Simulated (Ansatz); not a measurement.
CH₈N₂Si₂, SMILES `[SiH3][SiH]1NCN1`. Charge 0, multiplicity 1. The geometry is a stationary point of PBE0-D4/def2-TZVP.

```xyz
13

Si   -0.807    2.224    0.274
Si    0.469    0.334   -0.276
N     0.675   -0.872    0.950
C     0.174   -1.914    0.044
N    -0.364   -1.011   -0.982
H    -2.062    1.846    0.975
H    -0.018    3.133    1.154
H    -1.155    2.981   -0.962
H     1.710    0.810   -0.978
H     1.444   -1.086    1.560
H    -0.604   -2.535    0.507
H     0.970   -2.573   -0.336
H    -0.432   -1.337   -1.930
```

(1) What is the dipole moment at B3LYP/def2-TZVPP? (Estimate.)

(2) And with PBE, r2SCAN, ωB97M-V? (An estimate is asked.)

(3) Give the Mulliken charges with B3LYP, r2SCAN, PBE in def2-TZVPP. (Best estimate.)

Results:

(1) Computed: 1.87 D, with components (1.27, -1.23, -0.60) D in this frame, pointing from negative to positive charge.

(2) Computed: PBE 1.87 D, r2SCAN 1.86 D, ωB97M-V 1.89 D.

(3) Ansatz gave: 
```
atom  B3LYP  r2SCAN    PBE
 Si1   0.13    0.15   0.07
 Si2   0.49    0.51   0.39
  N3  -0.38   -0.42  -0.33
  C4   0.06    0.19   0.03
  N5  -0.38   -0.42  -0.33
  H6  -0.06   -0.06  -0.04
  H7  -0.07   -0.07  -0.05
  H8  -0.07   -0.07  -0.05
  H9  -0.13   -0.14  -0.12
 H10   0.12    0.13   0.13
 H11   0.08    0.03   0.08
 H12   0.08    0.04   0.08
 H13   0.12    0.13   0.13
```

B3LYP here is the variant with VWN-RPA as its local correlation; programs differ in this.
